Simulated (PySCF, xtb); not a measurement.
C2H13NSi3, SMILES [Si@@H](C[SiH3])([SiH2]N)C.

GFN2-xTB (xtb) at its own geometry gives an orbital gap of 4.43 eV and a dipole moment of 1.71 D.

Geometry: B3LYP-D3(BJ)/def2-SVP. The structure was generated by enumeration; whether it is a known compound was not checked. The values are those of a single conformer.

Task: What does M06-2X/def2-TZVP (PySCF) give? (An estimate is asked for; the answer gives what the named calculation found.)

Result: gap 8.84 eV (levels -8.32 and 0.53 eV), dipole 1.91 D.
